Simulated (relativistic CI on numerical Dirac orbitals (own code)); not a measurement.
**Spin-allowed bands of a d3 ion in an octahedral site, by hand**

Problem. Take Δ = 22900 cm⁻¹ and B = 570 cm⁻¹ for a d3 ion in an octahedral site. Calculate the three spin-allowed bands.

Working.
1. The terms of highest spin are 4F (energy 0) and 4P (15B = 8550 cm⁻¹). Here the F term splits into A2 at −1.2Δ = -27480, T2 at −0.2Δ = -4580 and T1 at +0.6Δ = 13740 cm⁻¹.
2. The two T1 states mix through the element 0.4Δ: H = [[13740, 9160], [9160, 8550]], with roots ½(H₁₁ + H₂₂) ∓ ½√[(H₂₂ − H₁₁)² + 4H₁₂²] = ½(22290) ∓ ½(19041) = 1625 and 20665 cm⁻¹.
3. The ground term is 4A2 at -27480 cm⁻¹.
4. Bands: 4T2 22900 cm⁻¹ (437 nm), 4T1(F) 29105 cm⁻¹ (344 nm), 4T1(P) 48145 cm⁻¹ (208 nm).

Check. Exact diagonalisation of the whole d3 shell with these parameters gives 4T2 22900, 4T1 29105, 4T1 48145 cm⁻¹. The match is exact, since without spin-orbit coupling no other term has this spin. The ratio of the second band to the first, 1.271, depends on Δ/B = 40.2 alone, which is how a Tanabe-Sugano diagram is read.
